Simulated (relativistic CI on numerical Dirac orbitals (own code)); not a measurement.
Forbidden transitions in Nb V

These numbers are calculated, not measured: Dirac-Coulomb-Breit CI, orbitals from a KLI potential per configuration, model QED, valence Slater integrals scaled by 0.85, P86 correlation energy added to each configuration (own radial code, finite nucleus).

Configuration list (outside the closed core [Ar] 3d10): 4s2 4p6 4d, 4s2 4p6 5s, 4s2 4p6 4f, 4s2 4p6 5p, 4s2 4p5 4d2, 4s2 4p6 5d, 4s2 4p6 6s, 4s2 4p6 6p, 4s2 4p6 5f, 4s2 4p6 6d, 4s2 4p6 7s, 4s2 4p6 5g, 4s2 4p6 7p, 4s2 4p5 4d 4f, 4s2 4p6 6f, 4s 4p6 4d2, 4s2 4p6 8s, 4s2 4p5 4d 5s, 4s2 4p5 4d 5p, 4s 4p6 4d 4f. Double excitations out of closed p, d and f shells are left out; levels of such configurations are missing from the list, as are those of other unlisted configurations, and high levels can miss mixing partners.

```
λ vac (nm)                      Lower                       Upper  Type   A (s⁻¹)  E lower (cm⁻¹)  E upper (cm⁻¹)
    31.710      4s2 4p6 4d 2D_5/2 [2]    4s2 4p5 4d2 2G°_9/2 [58]    M2  5.29e+00            1744          317102
    33.818      4s2 4p6 4d 2D_3/2 [1]    4s2 4p5 4d2 2H°_9/2 [38]    E3  8.64e-01               0          295703
    34.018      4s2 4p6 4d 2D_5/2 [2]    4s2 4p5 4d2 2H°_9/2 [38]    M2  1.86e+00            1744          295703
    35.022      4s2 4p6 4d 2D_5/2 [2]   4s2 4p5 4d2 2H°_11/2 [31]    E3  1.27e+00            1744          287277
    35.727      4s2 4p6 4d 2D_5/2 [2]    4s2 4p5 4d2 4F°_9/2 [26]    M2  1.75e+01            1744          281647
    37.000      4s2 4p6 4d 2D_5/2 [2]    4s2 4p5 4d2 4G°_9/2 [18]    E3  5.52e-02            1744          272012
    37.000      4s2 4p6 4d 2D_5/2 [2]    4s2 4p5 4d2 4G°_9/2 [18]    M2  8.27e-01            1744          272012
    37.153      4s2 4p6 4d 2D_5/2 [2]   4s2 4p5 4d2 4G°_11/2 [17]    E3  1.49e-03            1744          270903
    100.64   4s2 4p5 4d2 4D°_5/2 [15]  4s2 4p5 4d 5s 4F°_9/2 [69]    E2  4.20e+02          262577          361940
    102.87   4s2 4p5 4d2 4D°_7/2 [16]  4s2 4p5 4d 5s 4F°_9/2 [69]    E2  1.08e+03          264727          361940
    109.85  4s2 4p5 4d2 4G°_11/2 [17]  4s2 4p5 4d 5s 4F°_9/2 [69]    E2  2.77e+03          270903          361940
    111.20   4s2 4p5 4d2 4G°_9/2 [18]  4s2 4p5 4d 5s 4F°_9/2 [69]    E2  9.58e+02          272012          361940
    112.48   4s2 4p5 4d2 4P°_5/2 [19]  4s2 4p5 4d 5s 4F°_9/2 [69]    E2  4.41e+02          273035          361940
    124.54   4s2 4p5 4d2 4F°_9/2 [26]  4s2 4p5 4d 5s 4F°_9/2 [69]    E2  1.49e+02          281647          361940
    125.90      4s2 4p6 4d 2D_3/2 [1]       4s2 4p6 5s 2S_1/2 [3]    E2  1.70e+03               0           79430
    128.72      4s2 4p6 4d 2D_5/2 [2]       4s2 4p6 5s 2S_1/2 [3]    E2  2.35e+03            1744           79430
    140.46     4s2 4p6 4f 2F°_7/2 [9]    4s2 4p5 4d2 2H°_9/2 [38]    E2  7.57e-01          224509          295703
    210.51     4s2 4p6 4f 2F°_7/2 [9]    4s2 4p5 4d2 4G°_9/2 [18]    M1  1.06e-01          224509          272012
    215.54     4s2 4p6 4f 2F°_7/2 [9]   4s2 4p5 4d2 4G°_11/2 [17]    E2  7.90e-04          224509          270903
    216.46  4s2 4p5 4d2 4G°_11/2 [17]    4s2 4p5 4d2 2G°_9/2 [58]    M1  1.37e+01          270903          317102
    264.08   4s2 4p5 4d2 4D°_7/2 [16]    4s2 4p5 4d2 2G°_9/2 [48]    M1  4.94e+00          264727          302594
    282.05   4s2 4p5 4d2 4F°_9/2 [26]    4s2 4p5 4d2 2G°_9/2 [58]    M1  1.05e+01          281647          317102
    287.44   4s2 4p5 4d2 2F°_7/2 [27]    4s2 4p5 4d2 2G°_9/2 [58]    M1  7.06e+00          282312          317102
    315.55  4s2 4p5 4d2 4G°_11/2 [17]    4s2 4p5 4d2 2G°_9/2 [48]    M1  8.51e+01          270903          302594
    322.83   4s2 4p5 4d2 4D°_7/2 [16]    4s2 4p5 4d2 2H°_9/2 [38]    M1  4.82e-01          264727          295703
    335.30  4s2 4p5 4d2 2H°_11/2 [31]    4s2 4p5 4d2 2G°_9/2 [58]    M1  6.69e+01          287277          317102
    403.23  4s2 4p5 4d2 4G°_11/2 [17]    4s2 4p5 4d2 2H°_9/2 [38]    M1  3.89e+00          270903          295703
    458.14   4s2 4p5 4d2 4G°_7/2 [20]    4s2 4p5 4d2 2H°_9/2 [38]    M1  7.53e-01          273875          295703
    467.32   4s2 4p5 4d2 2H°_9/2 [38]    4s2 4p5 4d2 2G°_9/2 [58]    M1  2.85e+01          295703          317102
    477.38   4s2 4p5 4d2 4F°_9/2 [26]    4s2 4p5 4d2 2G°_9/2 [48]    M1  2.27e+01          281647          302594
    591.02   4s2 4p5 4d2 4D°_7/2 [16]    4s2 4p5 4d2 4F°_9/2 [26]    M1  5.45e+00          264727          281647
    610.73  4s2 4p5 4d2 4G°_11/2 [17]   4s2 4p5 4d2 2H°_11/2 [31]    M1  2.74e-01          270903          287277
    652.86  4s2 4p5 4d2 2H°_11/2 [31]    4s2 4p5 4d2 2G°_9/2 [48]    M1  6.98e+00          287277          302594
    655.10   4s2 4p5 4d2 4G°_9/2 [18]   4s2 4p5 4d2 2H°_11/2 [31]    M1  9.30e-02          272012          287277
    678.23   4s2 4p5 4d2 2F°_7/2 [34]    4s2 4p5 4d2 2G°_9/2 [48]    M1  5.16e+00          287850          302594
    711.45   4s2 4p5 4d2 4F°_9/2 [26]    4s2 4p5 4d2 2H°_9/2 [38]    M1  1.14e+00          281647          295703
    930.78  4s2 4p5 4d2 4G°_11/2 [17]    4s2 4p5 4d2 4F°_9/2 [26]    M1  3.23e+00          270903          281647
    1037.9   4s2 4p5 4d2 4G°_9/2 [18]    4s2 4p5 4d2 4F°_9/2 [26]    M1  1.84e+00          272012          281647
    1186.9  4s2 4p5 4d2 2H°_11/2 [31]    4s2 4p5 4d2 2H°_9/2 [38]    M1  6.12e+00          287277          295703
    1372.7   4s2 4p5 4d2 4D°_7/2 [16]    4s2 4p5 4d2 4G°_9/2 [18]    M1  2.91e-01          264727          272012
    1619.1   4s2 4p5 4d2 4D°_7/2 [16]   4s2 4p5 4d2 4G°_11/2 [17]    E2  1.11e-04          264727          270903
    5733.5      4s2 4p6 4d 2D_3/2 [1]       4s2 4p6 4d 2D_5/2 [2]    M1  5.72e-02               0            1744
    9017.1  4s2 4p5 4d2 4G°_11/2 [17]    4s2 4p5 4d2 4G°_9/2 [18]    M1  4.03e-02          270903          272012
```

Terms are leading LS components. Brackets give the number of a level in order of energy, since labels repeat. The list gives strong lines, with weight on those to low levels, among the lowest 92 of 325 levels, so that lines to higher ones, which can be the strongest, are missing. Levels whose partners in the same complex of configurations lie outside the list can be far off, and so can their lines. Rates are taken at the computed energies, electric ones in the length gauge.

At this charge configurations can still be misplaced by up to about 7 % of their energy. 7 of the 7 excited levels that our extract of the measured tables holds in this range could be paired (the sources list more); they are missed by 3060 cm⁻¹ on average and 4489 at most, and levels without a partner can miss by more.

LS names give the leading component of a level, which can be under half, so a name can repeat, a term be missing and a line seem to break the LS rules.
